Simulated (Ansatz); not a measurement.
Species: hydrogen selenide, H2Se, charge 0, multiplicity 1. SMILES: [SeH2]
Geometry from a B3LYP-D3(BJ)/def2-TZVP (Ansatz, an electronic-structure program) optimisation:
```
Se
H 1 1.4704
H 1 1.4704 2 91.29
```

Wanted: vertical triplet-singlet gap, E(triplet) - E(singlet), in eV. Conventions: spin-orbit terms left out; non-relativistic; each state is the SCF solution reached for its charge and spin; dispersion terms only where a functional's name holds one; UHF or UKS for open shells; 6-31G* and kin with 6d, 5d where marked. Ab initio and DFT rows: single points at B3LYP-D3(BJ) geometries (Ansatz). Levels can end on unlike triplets.

| species | coefficient | E at PBE/6-31G* (Ansatz), Eh | E at PBE0/def2-TZVPD (Ansatz), Eh |
|---|---|---|---|
| charge 0, triplet | +1 | -2401.90353 | -2402.28439 |
| charge 0, singlet | -1 | -2402.08655 | -2402.46285 |

 1 Eh = 27.2114 eV.

Question: Work the quantity out at each level.

Answer: 
- PBE/6-31G*: the sum of coefficient times E is 0.18302 Eh, or 4.980 eV. Result: 4.98 eV.
- PBE0/def2-TZVPD: the sum of coefficient times E is 0.17846 Eh, or 4.856 eV. Result: 4.86 eV.
